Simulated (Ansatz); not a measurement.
```yaml
crystal:
  periodic: [false, false, false]
  atoms:
    - {symbol: C, position_ang: [-0.764663, -0.337300, 0.625597]}
    - {symbol: Si, position_ang: [0.646022, 0.129852, -0.459878]}
    - {symbol: F, position_ang: [1.966710, -0.606984, 0.026090]}
    - {symbol: Cl, position_ang: [0.312811, -0.454316, -2.382934]}
    - {symbol: I, position_ang: [1.083170, 2.513677, -0.401979]}
    - {symbol: H, position_ang: [-0.915591, -1.418836, 0.587940]}
    - {symbol: H, position_ang: [-0.558167, -0.041535, 1.656120]}
    - {symbol: H, position_ang: [-1.678090, 0.158444, 0.293242]}
basis:
  gaussian: {orbitals: def2-mTZVP}
hamiltonian: {xc: {name: wB97X-V}}
```

```sh
$ ansatz run in.yaml --threads 4 --pin off --events-out ev --progress --plain --max-ram 10444MiB
```

Output, abridged:

```
Functional definition: wB97X-V
1131 factors; integrals over basis functions are off by at most 1.2e-3 eV
317 factors; integrals over basis functions are off by at most 1.2e-5 eV
mean field evaluation 1: about -32299.6853 eV, gradient 4.5e1 eV
mean field evaluation 2: about -32300.8392 eV, gradient 4.1e1 eV
mean field evaluation 4: about -32303.4275 eV, gradient 1.4e0 eV
mean field evaluation 8: about -32303.4934 eV, gradient 8.0e-2 eV
mean field evaluation 16: about -32303.4934 eV, gradient 4.9e-5 eV
mean field -32303.49341695 eV, -1187.1314869785 hartree, gradient 4.9e-5 eV, S^2 0.000000; 0 other end points of the search recorded, 0 dependent functions left out
reference -32303.49341505 eV, -1187.1314869089 hartree; 37, 37 occupied and 90, 90 virtual orbitals, 1131 factors
Total energy: -32303.49341505 eV, -1187.1314869089 hartree
```

It took 3.4 s on 4 threads of an Intel Xeon Platinum 8488C on a shared host, with 0.44 GiB of host memory at the peak.
